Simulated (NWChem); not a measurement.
Species: YF$_{2}$ cation; SMILES [F][Y+][F]

Computed with NWChem. Geometry: optimised at PBE-D3(BJ)/def2-SVP. This spin state was assumed; another may lie lower. def2 effective core potentials on Y; no spin-orbit coupling. Level MN15/def2-SVP: energy and gradient on several grids; changes count from the extra-fine grid, which is no exact limit either.

Task: Which is the coarsest grid (fine; coarse; xcoarse; xfine; medium) from which on the energy stays within 50 μHa and each gradient component within 100 μHa/bohr of xfine?

Result: medium.
| grid | size of the energy change (μHa) | largest change of a gradient component (μHa/bohr) |
|---|---|---|
| xcoarse | 60000 | 4000 |
| coarse | 300 | 200 |
| medium | < 10 | 30 |
| fine | < 10 | < 30 |
| xfine | < 10 | < 30 |
